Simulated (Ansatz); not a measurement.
Consider the substitution at a C–B bond: `CC(O)(F)BCl` + H₂S → `CC(O)(F)S` + `BCl`.

Calculated with Ansatz (gas phase, PBE0-D4/def2-TZVP geometries, no zero-point term in ΔE). CCSD(T)/CBS adds triple-zeta CCSD(T) − MP2 to the extrapolated MP2 energy (def2 sets, frozen cores). This one scheme is used for every species. Functionals use def2-TZVPP. One conformer a species, not always the lowest.

```json
{"level": "r2SCAN", "ΔE (eV)": "0.25"}
{"level": "CCSD(T)/def2-TZVPP", "ΔE (eV)": "0.30"}
```

Problem. What does CCSD(T)/CBS give? (Estimate.)

Solution. Computed: +0.27 eV. The listed levels differ from it by -0.02, 0.03 eV.

Largest T1 diagnostic among the species: 0.012.
